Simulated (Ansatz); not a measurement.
# Four-centre ligand exchange

Start structure (Si$_{2}$NH$_{9}$O, singlet), relaxed at PBE0-D4/def2-TZVP:

Si1  (-0.318, -1.063, 0.504)
O2  (-1.461, -0.359, 1.462)
H3  (-1.029, -1.218, -0.784)
H4  (0.882, -0.190, 0.393)
N5  (0.294, -2.562, 1.037)
H6  (-0.821, 2.042, -0.693)
Si7  (0.384, 2.317, -1.515)
H8  (-1.215, -0.158, 2.366)
H9  (-0.256, -3.401, 1.096)
H10  (1.177, -2.645, 1.509)
H11  (1.537, 2.610, -0.627)
H12  (0.695, 1.135, -2.357)
H13  (0.131, 3.491, -2.389)
(Å)

The step: SiNH₅O ([NH2][SiH2][OH]) + SiH₄ → Si₂NH₇ ([NH2][SiH2][SiH3]) + H₂O; bonds formed: Si1–Si7, O2–H6; bonds broken: Si1–O2, H6–Si7. Program: Ansatz 0.2.0. Basis: def2-TZVPP and def2-QZVPP. Cores are frozen in the correlated methods. Extrapolation: Hartree–Fock as exp(−7.88 √X), correlation as X^−2.97. Energies below are by CCSD(T) at an estimated basis limit (MP2 extrapolated from triple and quadruple zeta, plus CCSD(T) − MP2 in triple zeta).

(1) What are the electronic barrier and the energy of the step, from the start structure to the end structure? (An estimate is asked for; the value comes from the calculation.)

No T1 diagnostic of these runs exceeds 0.013.

## Answers

(1) The calculation gives: Barrier 63.76 kcal/mol; step energy 22.51 kcal/mol (uphill); reverse barrier, their difference, 41.25 kcal/mol. Barrier and step energy count from the start structure, the reverse barrier from the end structure.

The saddle point: One imaginary mode of 762i cm⁻¹.
```csv
pair,start (Å),saddle (Å),end (Å)
Si1–Si7,4.00,2.77,2.35
O2–H6,3.29,1.10,0.96
Si1–O2,1.65,1.87,3.47
H6–Si7,1.48,2.04,3.68
```

Zero-point energy (harmonic, PBE0-D4): ZPE is 55.87 kcal/mol at the start and 55.83 kcal/mol at the saddle, so the barrier goes from 63.76 to 63.72 kcal/mol.

Labels in which every atom is bracketed show which atoms are joined, not bond orders.

For scale, one of the runs: CCSD(T)/def2-TZVPP, 272 basis functions, launched by `ansatz run in.yaml --threads 8 --pin off --events-out ev --progress --plain --max-ram 19148MiB`. The run took 65 s on 8 CPU threads of an Intel Xeon Platinum 8259CL (shared host), with 6.9 GiB of host memory at its peak.
